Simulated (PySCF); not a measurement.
# Ionising TlSb

r²SCAN; Tl def2-SVP with ECP60, Sb def2-SVP with ECP28; scalar-relativistic core potentials (PySCF 2.14). Neutral (UKS): triplet (π ↑↑), Re = 3.022 Å, ωe = 123 cm⁻¹, De = 1.63 eV, HOMO -4.23 eV, LUMO -3.25 eV.

TlSb⁺ (UKS): quartet (σ ↑, π ↑↑), Re = 3.277 Å, ωe = 67.1 cm⁻¹. The energies at the minima are -412.93982 hartree for TlSb and -412.69678 for TlSb⁺.

(1) Work out the adiabatic ionisation energy, without and with harmonic zero-point energies (1 hartree = 27.2114 eV, 1 eV = 8065.5 cm⁻¹), and the change of the bond length.

These are scalar-relativistic numbers at best; spin–orbit coupling would shift them, the dissociation energy most. States were picked by a PBE0 search and need not be the measured ground states.

Results:

(1) At r²SCAN: 0.24304 hartree = 6.613 eV between the minima; the zero-point term (67.1 − 123.0)/2 cm⁻¹ = -0.003 eV makes it 6.610 eV. Re changes by +25.5 pm against the neutral. The electron leaves a σ orbital, and the longer bond of the ion fits a bonding orbital, or a change in how ionic the bond is.
